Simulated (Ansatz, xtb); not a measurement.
# Ranking isomers of C4H6BrCl

5 gas-phase structures of C4H6BrCl, from a drawn sample of its isomers (lower ones may exist). Each was relaxed with GFN2-xTB; where two conformers were screened, the lower at r2SCAN-D4/def2-SVP is listed:

A. `Cl[C@@H]1CC[C@@H]1Br`, a singlet
B. `ClC1(Br)CCC1`, a singlet
C. `Cl[C@H]1C[C@@H](Br)C1`, a singlet
D. `Cl[C@@H]1CC[C@H]1Br`, a singlet
E. `Cl[C@H]1C[C@H](Br)C1`, a singlet

Q: Which do you expect lowest at r2SCAN-D4/def2-SVP, and how would the others follow?

A: Calculated order at r2SCAN-D4/def2-SVP: D (0.0), C (0.1), E (1.2), B (2.5), A (2.6) kcal/mol. Less than 1 kcal/mol parts D and C; B and A, so the order within those pairs means little.

Energies above the lowest of each column, in kcal/mol; the last columns are at B3LYP-D3(BJ)/def2-SVP geometries:

```tsv
structure	GFN2-xTB	HF/STO-3G	r2SCAN-D4/def2-SVP	B3LYP-D3(BJ)/def2-SVP	CCSD(T)/def2-SVP + ΔMP2/def2-TZVPP
D	0.0	0.1	0.0	0.0	0.0
C	0.5	0.0	0.1	0.5	0.6
E	0.4	0.9	1.2	1.2	1.3
B	0.7	3.5	2.5	3.3	3.4
A	2.7	3.1	2.6	2.7	2.8
```

Every level run on D puts it lowest or level with the lowest. CCSD(T)/def2-SVP + ΔMP2/def2-TZVPP orders those it was run on as D (0.0), C (0.6), E (1.3), A (2.8), B (3.4) kcal/mol. Less than 1 kcal/mol parts D and C; C and E; A and B, so the order within those pairs means little. ΔMP2 is the change of the MP2 energy from the smaller to the larger basis.

Over these structures GFN2-xTB departs from r2SCAN-D4/def2-SVP by 0.7 kcal/mol on average once a common shift is removed. A GFN2-xTB relaxation took about 0.074 s and the r2SCAN-D4/def2-SVP energy about 3.6 s on a shared host (Ansatz 0.2.0, xtb 6.7.1).
